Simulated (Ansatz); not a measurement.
Basis-set series for C2H4FGa (`C=[CH][GaH][F]`). Total charge 0; spin multiplicity 1. Geometry: relaxed with PBE0-D4/def2-TZVP. It is one conformer, not always the lowest.

```xyz
8

C     1.087   -0.896   -0.321
C     0.527    0.071    0.404
Ga   -1.257    0.709    0.006
F    -1.857    1.984    1.064
H     0.574   -1.364   -1.158
H     2.087   -1.271   -0.116
H     1.091    0.500    1.229
H    -2.250    0.267   -1.109
```

```
functional       basis  functions  energy (Eh)  HOMO (eV)  LUMO (eV)
   PBE0-D4    def2-SVP         94  -2102.49671      -8.38      -1.57
   PBE0-D4  def2-TZVPP        197  -2102.95650      -8.44      -1.66
   ωB97M-V    def2-SVP         94  -2102.76554     -10.56       0.33
   ωB97M-V  def2-TZVPP        197  -2103.23198     -10.65       0.19
```

(1) Give the rows for def2-QZVPP. (An estimate is asked.)

Results:

(1) Computed: 
```csv
functional,basis,functions,energy (Eh),HOMO (eV),LUMO (eV)
PBE0-D4,def2-QZVPP,380,-2103.01060,-8.46,-1.69
ωB97M-V,def2-QZVPP,380,-2103.28415,-10.68,0.07
```

Positive LUMOs are unbound and depend on the basis. Scalar relativity is left out up to krypton.
